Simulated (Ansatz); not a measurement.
BeCl2(NH3)2 (BeN2Cl2H6). The state is a singlet with charge 0. Geometry relaxed at PBE0-D4/def2-SVP.

```tsv
atom	x (Å)	y (Å)	z (Å)
Be1	0.257	0.131	0.604
Cl2	0.453	2.022	1.116
Cl3	0.757	-1.405	1.730
N4	1.212	-0.054	-0.904
H5	0.986	0.602	-1.651
H6	1.232	-1.003	-1.279
H7	2.163	0.164	-0.599
N8	-1.489	-0.087	0.252
H9	-1.748	-0.986	-0.156
H10	-1.907	0.666	-0.294
H11	-1.914	-0.053	1.181
```

Task: Estimate the harmonic wavenumbers at RKS PBE0-D4/def2-SVP (Ansatz, unscaled). Is this a minimum?

Result: 67i, 55i, 135, 143, 182, 200, 218, 378, 527, 559, 589, 651, 766, 787, 893, 1234, 1244, 1603, 1609, 1627, 1636, 3493, 3495, 3616, 3616, 3635, 3636 cm⁻¹. No: 2 imaginary modes, a saddle point. Zero-point energy 218.2 kJ/mol. Run time 57 s (4 threads of Arm Neoverse V2 on a shared host).
